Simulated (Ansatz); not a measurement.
Basis-set series for `[CH2+]c1ccccc1`. Total charge 1; spin multiplicity 1. The geometry is a stationary point of PBE0-D4/def2-TZVP.

```xyz
14

C    -0.330    0.206   -2.230
C    -0.131    0.083   -0.889
C     1.072   -0.514   -0.391
C     1.262   -0.635    0.956
C     0.271   -0.170    1.831
C    -0.917    0.419    1.376
C    -1.125    0.548    0.032
H     0.410   -0.140   -2.945
H    -1.235    0.655   -2.628
H     1.817   -0.863   -1.097
H     2.165   -1.083    1.352
H     0.429   -0.269    2.900
H    -1.655    0.764    2.089
H    -2.032    0.999   -0.355
```

| functional | basis | functions | energy (Eh) | HOMO (eV) | LUMO (eV) |
| --- | --- | --- | --- | --- | --- |
| PBE0-D4 | def2-TZVPP | 315 | -270.42638 | -12.94 | -8.88 |
| PBE0-D4 | def2-QZVPP | 609 | -270.44026 | -12.94 | -8.88 |
| ωB97M-V | def2-TZVPP | 315 | -270.62826 | -15.01 | -6.88 |
| ωB97M-V | def2-QZVPP | 609 | -270.64134 | -15.01 | -6.87 |

(1) Give the rows for def2-SVP. (An estimate is asked.)

## Answers

(1) The calculation gave: 
```csv
functional,basis,functions,energy (Eh),HOMO (eV),LUMO (eV)
PBE0-D4,def2-SVP,133,-270.13832,-13.01,-8.95
ωB97M-V,def2-SVP,133,-270.32673,-15.08,-6.93
```

All numbers were calculated with Ansatz.
